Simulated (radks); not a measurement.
Question: Hf I, 72 electrons, occupied as [Xe] 4f13 5d3 6s2 (not the ground configuration). Method: Dirac Kohn-Sham, PBE, spin-unpolarised, spherical densities, point nucleus; open shells are shared between the two j in proportion to 2j + 1; computed with a radial shooting solver on a logarithmic mesh with Libxc functionals. Some entries of the table are withheld. Estimate them.

| orbital | occ. | eigenvalue (eV) | r(max) (bohr) | <r^2> (bohr^2) |
|---|---|---|---|---|
| 1s1/2 | 2 | -65209.37 | 0.01190 | 0.0004949 |
| 2s1/2 | 2 | -11152.09 | 0.06824 | 0.007581 |
| 2p1/2 | 2 | -10650.25 | 0.05091 | 0.005433 |
| 2p3/2 | 4 | -9458.388 | 0.05754 | 0.006639 |
| 3s1/2 | 2 | -2548.835 | 0.1924 | 0.04967 |
| 3p1/2 | 2 | (1) | 0.1804 | 0.04571 |
| 3p3/2 | 4 | (2) | 0.1941 | 0.05238 |
| 3d3/2 | 4 | -1695.508 | 0.1524 | 0.04081 |
| 3d5/2 | 6 | -1639.831 | 0.1562 | 0.04264 |
| 4s1/2 | 2 | -520.7911 | (3) | 0.2470 |
| 4p1/2 | 2 | -429.7280 | 0.4381 | 0.2558 |
| 4p3/2 | 4 | -371.0351 | 0.4669 | 0.2918 |
| 4d3/2 | 4 | -221.4214 | 0.4653 | 0.3215 |
| 4d5/2 | 6 | -210.6304 | 0.4745 | 0.3353 |
| 5s1/2 | 2 | -70.8864 | (4) | 1.410 |
| 5p1/2 | 2 | -44.5415 | (5) | 1.747 |
| 5p3/2 | 4 | -36.2974 | (6) | 2.058 |
| 4f5/2 | 5.57143 | -25.5736 | 0.4487 | 0.5305 |
| 4f7/2 | 7.42857 | -23.7469 | 0.4537 | 0.5493 |
| 6s1/2 | 2 | -5.3372 | 2.810 | 12.77 |
| 5d3/2 | 1.2 | -4.0571 | (7) | 5.961 |
| 5d5/2 | 1.8 | -3.4905 | (8) | 6.592 |

Answer: 
(1) 3p1/2 eigenvalue (eV): -2326.604
(2) 3p3/2 eigenvalue (eV): -2071.215
(3) 4s1/2 r(max) (bohr): 0.4376
(4) 5s1/2 r(max) (bohr): 1.007
(5) 5p1/2 r(max) (bohr): 1.085
(6) 5p3/2 r(max) (bohr): 1.168
(7) 5d3/2 r(max) (bohr): 1.567
(8) 5d5/2 r(max) (bohr): 1.620
